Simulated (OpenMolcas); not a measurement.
**Levels of Cu4+ by method**

| Quantity | Value |
| --- | --- |
| Program | OpenMolcas |
| Basis | ANO-RCC-VTZP [6s5p3d2f1g] |
| Scalar Hamiltonian | DKH2, point nucleus |
| Active space | 7 electrons in 5 orbitals (3d) |
| State averaging | 2S+1 = 4 even, 10 roots; 2S+1 = 2 even, 40 roots (35 in the spin-orbit step) |
| Spin-orbit coupling | RASSI with atomic mean-field integrals over the reference wave functions, term energies averaged over their components |

Methods on the same reference wave functions:
A. CASSCF
B. SS-CASPT2, IPEA 0.25 Eh, imaginary shift 0.1 Eh (closed shells correlated: 3s 3p)

Energies in cm⁻¹ above 3d⁷ ⁴F_9/2, the measured ground level; measured values from Sugar and Musgrove, J. Phys. Chem. Ref. Data 19, 527 (1990).

```csv
Level,A,B,Measured
3d⁷ ⁴F_9/2,0.0,0.0,0.0
3d⁷ ⁴F_7/2,1546,1554,1616
3d⁷ ⁴F_5/2,2666,2670,2759
3d⁷ ⁴F_3/2,3427,3420,3528
3d⁷ ⁴P_5/2,24939,20930,20827
3d⁷ ²G_9/2,25097,22310,22575
3d⁷ ⁴P_3/2,25340,21340,21066
3d⁷ ⁴P_1/2,26119,22120,21935
3d⁷ ²G_7/2,26594,23810,24100
3d⁷ ²P_3/2 [71 %],33043,28890,27016
3d⁷ ²H_11/2,33310,29950,30402
3d⁷ ²P_1/2,34636,30730,28367
3d⁷ ²H_9/2,34663,31320,31823
3d⁷ ²D_5/2,36135,30970,30966
3d⁷ ²D_3/2,38548,33640,33292
3d⁷ ²F_5/2,57300,49760,49490
3d⁷ ²F_7/2,57896,50360,50072
```

Deviations, from unrounded energies. A percentage is the sum of absolute deviations over the sum of measured energies, with the sign that they share, or ± where signs differ.

| Against measurement | Levels | A | B |
| --- | --- | --- | --- |
| mean absolute deviation (cm-1) | 16 | 3900 | 470 |
| fine structure of the ground term (%) | 3 | -3.3 | -3.4 |
| other terms of the ground configuration (%) | 13 | +15.7 | ±1.8 |

B lies closest to measurement on these levels. The largest miss of B in the table is 3d⁷ ²P_1/2, by +2400 cm-1. The ranking rests on the paired levels alone, and a cruder setting can come out closer through cancelling errors.

From A to B the spin-free energies of the other terms of 3d⁷ shown, above ⁴F, scale by factors of 0.83 to 0.90, as is usual when dynamic correlation screens the repulsion within a d or f shell.

The lowest spin-free term lies below A's lowest term by 0.521 hartree in B.

Term energies are means over components that CASPT2 splits; among the terms shown or strongly mixed into the levels shown the widest spread is 1300 cm-1 (3d⁷ ²H, B). Some high roots are left out of the spin-orbit mixing, which shifts the levels that they would mix with. Without dynamic correlation excited terms often stand tens of per cent too high (terms of higher spin than the ground term too low), and those without a measured partner can miss by more than the paired ones (holds for A). The CASPT2 spread within a term exceeds the gap to the next term for 3d⁷ ²P and 3d⁷ ²H, 3d⁷ ²H and 3d⁷ ²D, so the order of their levels is uncertain (holds for B). Measured partners are found by configuration, term and J. A level has none where our copy of the source lacks it or the pairing is in doubt (some pairs that miss far off the trend of their configuration count as doubtful), and it then counts in no deviation. Only configurations of the active space appear.

A share in square brackets marks a mixed level and gives the weight of the term that names it, the lowest over the columns.
